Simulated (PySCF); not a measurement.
Ligand exchange on a metal centre used in film growth or etching (Ti Cl-F). Gas-phase values, no solvent.

The numbers are results of PBE-D3(BJ)/def2-TZVP // TPSS-D3(BJ)/def2-SVP (PySCF), not measurements. All candidates: neutral, multiplicity 1. 

| Property | Value |
|---|---|
| LUMO | -4.62 eV |
| dipole moment | 0.00 D |
| HOMO–LUMO gap | 3.64 eV |

### Question
Say which member has these values.
(A) [Ti(Cl)4]
(B) [Ti(Cl)(F)3]
(C) [Ti(F)4]
(D) [Ti(Cl)2(F)2]

### Answer
A, [Ti(Cl)4]. The others give [Ti(F)4]: -4.09 eV, 0.00 D, 6.35 eV; [Ti(Cl)2(F)2]: -4.48 eV, 0.18 D, 3.96 eV; [Ti(Cl)(F)3]: -4.30 eV, 0.10 D, 4.41 eV
